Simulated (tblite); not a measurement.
Record of a relaxation.

C2H11GeNSi.
SMILES with atom numbers: `[CH3:1][GeH2:2][CH2:3][SiH2:4][NH2:5]` (hydrogens: H6, H7, H8 on C1; H9, H10 on Ge2; H11, H12 on C3; H13, H14 on Si4; H15, H16 on N5)

Computed with GFN2-xTB (tblite), gas phase: L-BFGS steps from a force-field or distance-geometry start until the largest atomic force falls under 0.01 eV/Å. 9 of its 75 geometries are shown.

Step 0: E = -447.5874 eV, largest atomic force 1.799 eV/Å
```
atom  x, y, z in Å  |  force x, y, z in eV/Å
C1      2.150    0.039    0.691   -0.035  -0.037   0.302
Ge2     0.873    1.065   -0.388    0.356   0.492   0.107
C3     -0.354   -0.142   -1.277   -0.342   0.334  -1.218
Si4    -1.336   -1.130   -0.042   -0.931  -0.316   1.284
N5     -2.306   -0.057    1.019    1.109   0.726  -1.217
H6      2.893    0.728    1.120   -0.166  -0.504  -0.117
H7      2.646   -0.707    0.047   -0.144   0.329   0.507
H8      1.608   -0.468    1.518    0.531   0.225  -0.526
H9      0.104    2.043    0.530    0.262  -0.146  -0.356
H10     1.654    1.868   -1.442   -0.223   0.004   0.273
H11    -1.068    0.456   -1.901    0.635  -0.556   0.254
H12     0.203   -0.831   -1.934   -0.258   0.443   0.122
H13    -2.242   -2.046   -0.744   -0.066   0.127   0.041
H14    -0.414   -1.934    0.793   -0.218   0.192  -0.041
H15    -2.781    0.640    0.384    0.488  -0.823   1.137
H16    -1.636    0.486    1.613   -0.998  -0.490  -0.553
```

Step 9: E = -447.8567 eV, largest atomic force 0.207 eV/Å
```
atom  x, y, z in Å  |  force x, y, z in eV/Å
C1      2.164    0.055    0.703   -0.003   0.001  -0.042
Ge2     0.889    1.066   -0.406    0.116   0.048   0.020
C3     -0.358   -0.148   -1.322   -0.005  -0.109   0.073
Si4    -1.348   -1.160   -0.043   -0.058   0.030   0.056
N5     -2.229   -0.051    0.953   -0.028  -0.101   0.012
H6      2.928    0.692    1.143   -0.050  -0.014  -0.025
H7      2.658   -0.694    0.089    0.036   0.002   0.032
H8      1.644   -0.463    1.506    0.030   0.039  -0.011
H9      0.156    2.063    0.462   -0.026   0.011  -0.003
H10     1.633    1.923   -1.405    0.034   0.007  -0.026
H11    -1.048    0.419   -1.943    0.019   0.027  -0.035
H12     0.209   -0.797   -1.982    0.049  -0.045  -0.072
H13    -2.316   -2.035   -0.731    0.092   0.142   0.096
H14    -0.453   -1.921    0.847   -0.153   0.087  -0.109
H15    -2.829    0.600    0.467   -0.021  -0.056   0.061
H16    -1.706    0.459    1.650   -0.031  -0.068  -0.027
```

Step 18: E = -447.8796 eV, largest atomic force 0.214 eV/Å
```
atom  x, y, z in Å  |  force x, y, z in eV/Å
C1      2.181    0.063    0.694    0.035   0.001   0.013
Ge2     0.922    1.073   -0.431    0.084  -0.038   0.046
C3     -0.322   -0.150   -1.334   -0.159  -0.132   0.054
Si4    -1.358   -1.126   -0.055   -0.031  -0.126  -0.002
N5     -2.268   -0.089    0.983    0.047   0.018  -0.025
H6      2.935    0.707    1.137    0.012   0.026   0.007
H7      2.693   -0.698    0.110    0.006   0.019  -0.039
H8      1.653   -0.443    1.498   -0.021   0.028   0.009
H9      0.164    2.057    0.427   -0.010   0.020   0.011
H10     1.665    1.938   -1.421    0.040   0.000  -0.041
H11    -1.001    0.417   -1.966   -0.016   0.068  -0.061
H12     0.228   -0.819   -1.994    0.035  -0.018   0.057
H13    -2.351   -1.977   -0.725    0.074   0.082  -0.039
H14    -0.507   -1.910    0.849   -0.017   0.038  -0.078
H15    -2.902    0.555    0.537   -0.056  -0.015   0.030
H16    -1.740    0.412    1.680   -0.023   0.029   0.057
```

Step 28: E = -447.8969 eV, largest atomic force 0.055 eV/Å
```
atom  x, y, z in Å  |  force x, y, z in eV/Å
C1      2.216    0.083    0.690    0.012  -0.002   0.038
Ge2     0.955    1.065   -0.453   -0.002  -0.020   0.023
C3     -0.316   -0.156   -1.329   -0.029  -0.011   0.010
Si4    -1.396   -1.098   -0.066    0.027  -0.029  -0.018
N5     -2.293   -0.107    1.020   -0.018  -0.041  -0.008
H6      2.959    0.736    1.138    0.014   0.046  -0.016
H7      2.740   -0.680    0.120   -0.018   0.002   0.003
H8      1.675   -0.406    1.495    0.010  -0.052   0.014
H9      0.193    2.060    0.391    0.016   0.046   0.010
H10     1.710    1.906   -1.456    0.002   0.004  -0.041
H11    -0.951    0.415   -2.007    0.002  -0.010  -0.010
H12     0.239   -0.866   -1.942   -0.005   0.021   0.008
H13    -2.381   -1.899   -0.801    0.004   0.038   0.020
H14    -0.540   -1.910    0.802   -0.004  -0.031  -0.008
H15    -3.018    0.480    0.642   -0.009   0.025   0.021
H16    -1.797    0.388    1.745   -0.005   0.012  -0.044
```

Step 37: E = -447.9015 eV, largest atomic force 0.050 eV/Å
```
atom  x, y, z in Å  |  force x, y, z in eV/Å
C1      2.224    0.090    0.700    0.016   0.003   0.006
Ge2     0.957    1.065   -0.449    0.022  -0.011   0.040
C3     -0.320   -0.154   -1.320    0.008   0.000   0.012
Si4    -1.409   -1.099   -0.068    0.009  -0.021  -0.045
N5     -2.311   -0.124    1.030    0.023  -0.024   0.005
H6      2.963    0.757    1.135    0.006   0.019  -0.010
H7      2.753   -0.665    0.123    0.001   0.006  -0.006
H8      1.708   -0.413    1.513   -0.027   0.013  -0.025
H9      0.228    2.097    0.381   -0.007   0.008   0.004
H10     1.712    1.877   -1.479    0.014  -0.013  -0.005
H11    -0.941    0.409   -2.016   -0.012   0.003   0.026
H12     0.246   -0.867   -1.920   -0.004  -0.003   0.005
H13    -2.404   -1.864   -0.823   -0.019  -0.012   0.009
H14    -0.555   -1.939    0.778   -0.036   0.006  -0.013
H15    -3.055    0.452    0.670    0.004  -0.004  -0.007
H16    -1.802    0.387    1.734    0.002   0.027   0.002
```

Step 46: E = -447.9037 eV, largest atomic force 0.034 eV/Å
```
atom  x, y, z in Å  |  force x, y, z in eV/Å
C1      2.236    0.101    0.703    0.005  -0.005   0.004
Ge2     0.962    1.067   -0.443    0.003  -0.020   0.011
C3     -0.320   -0.154   -1.308    0.006   0.006   0.001
Si4    -1.424   -1.107   -0.077    0.021   0.000  -0.007
N5     -2.312   -0.136    1.035    0.009  -0.013   0.012
H6      2.972    0.773    1.135   -0.008  -0.002   0.008
H7      2.767   -0.652    0.126    0.003   0.004  -0.005
H8      1.718   -0.405    1.514    0.000   0.015   0.004
H9      0.247    2.120    0.374   -0.006  -0.008  -0.003
H10     1.722    1.851   -1.490    0.006   0.012  -0.011
H11    -0.937    0.415   -2.003   -0.010  -0.002   0.007
H12     0.251   -0.863   -1.908   -0.015  -0.002  -0.003
H13    -2.435   -1.852   -0.832    0.004  -0.001  -0.004
H14    -0.584   -1.966    0.762   -0.006  -0.017  -0.004
H15    -3.072    0.423    0.683   -0.027   0.019  -0.008
H16    -1.798    0.395    1.720    0.014   0.013  -0.001
```

Step 56: E = -447.9045 eV, largest atomic force 0.020 eV/Å
```
atom  x, y, z in Å  |  force x, y, z in eV/Å
C1      2.241    0.106    0.707    0.002  -0.005   0.003
Ge2     0.968    1.064   -0.444   -0.016  -0.011  -0.003
C3     -0.321   -0.155   -1.303    0.007   0.003  -0.005
Si4    -1.427   -1.113   -0.077    0.008   0.014   0.004
N5     -2.307   -0.135    1.036    0.012  -0.009   0.010
H6      2.974    0.780    1.141   -0.004   0.006  -0.002
H7      2.776   -0.646    0.132    0.006  -0.005   0.005
H8      1.723   -0.399    1.518   -0.003   0.000   0.000
H9      0.249    2.118    0.368   -0.006   0.002   0.006
H10     1.725    1.848   -1.495    0.000  -0.003  -0.001
H11    -0.944    0.419   -1.989    0.005   0.000   0.002
H12     0.241   -0.862   -1.913   -0.005   0.001  -0.005
H13    -2.440   -1.847   -0.839   -0.013  -0.003  -0.009
H14    -0.600   -1.993    0.752    0.008   0.001   0.003
H15    -3.078    0.412    0.690   -0.012   0.004  -0.008
H16    -1.786    0.411    1.704    0.011   0.005  -0.001
```

Step 65: E = -447.9048 eV, largest atomic force 0.016 eV/Å
```
atom  x, y, z in Å  |  force x, y, z in eV/Å
C1      2.242    0.105    0.711   -0.001   0.002   0.006
Ge2     0.967    1.058   -0.444   -0.005  -0.005  -0.009
C3     -0.323   -0.157   -1.306    0.003   0.005  -0.006
Si4    -1.427   -1.115   -0.079    0.004   0.015  -0.001
N5     -2.300   -0.135    1.039    0.006  -0.003   0.001
H6      2.969    0.788    1.143    0.003   0.002   0.006
H7      2.784   -0.647    0.142   -0.007   0.005  -0.004
H8      1.723   -0.398    1.522   -0.001  -0.002   0.004
H9      0.244    2.111    0.367    0.002  -0.008   0.004
H10     1.722    1.845   -1.494    0.003  -0.003   0.000
H11    -0.946    0.424   -1.986   -0.004  -0.002   0.000
H12     0.233   -0.862   -1.923    0.004   0.000   0.004
H13    -2.445   -1.840   -0.842   -0.008  -0.007   0.005
H14    -0.600   -1.998    0.749    0.002   0.002  -0.006
H15    -3.078    0.404    0.695   -0.009   0.002  -0.001
H16    -1.773    0.425    1.692    0.009  -0.002  -0.003
```

Step 74: E = -447.9051 eV, largest atomic force 0.009 eV/Å
```
atom  x, y, z in Å  |  force x, y, z in eV/Å
C1      2.240    0.106    0.717   -0.002   0.000  -0.003
Ge2     0.965    1.053   -0.445   -0.006  -0.006   0.003
C3     -0.326   -0.158   -1.312    0.000   0.001  -0.005
Si4    -1.427   -1.115   -0.083    0.003   0.004   0.001
N5     -2.290   -0.132    1.040    0.000  -0.001   0.001
H6      2.962    0.793    1.149   -0.002  -0.003   0.000
H7      2.787   -0.644    0.150    0.000  -0.001   0.001
H8      1.722   -0.398    1.529   -0.004   0.002  -0.005
H9      0.240    2.101    0.371    0.001   0.005  -0.007
H10     1.724    1.840   -1.492   -0.001   0.002   0.006
H11    -0.949    0.425   -1.989    0.000   0.005  -0.001
H12     0.229   -0.861   -1.933    0.005  -0.004   0.006
H13    -2.454   -1.839   -0.836    0.002   0.000   0.003
H14    -0.595   -1.997    0.739    0.001  -0.006  -0.002
H15    -3.080    0.397    0.706    0.002   0.000   0.005
H16    -1.755    0.438    1.678    0.000   0.001  -0.004
```

**Question.** Summarise the path.

**Answer.** The energy falls by 7.33 kcal/mol from step 0 to step 74; nine tenths of that is first reached at step 16. It falls at every step. The largest force goes from 1.799 to 0.009 eV/Å. Among the bonds Si4–N5 changes most, from 1.794 to 1.724 Å; the atoms move by 0.193 Å rms after alignment.

The cost below is that of the whole relaxation. Time: 0.45 s wall. Hardware: an Arm Neoverse V1 with one thread, no GPU, shared host.
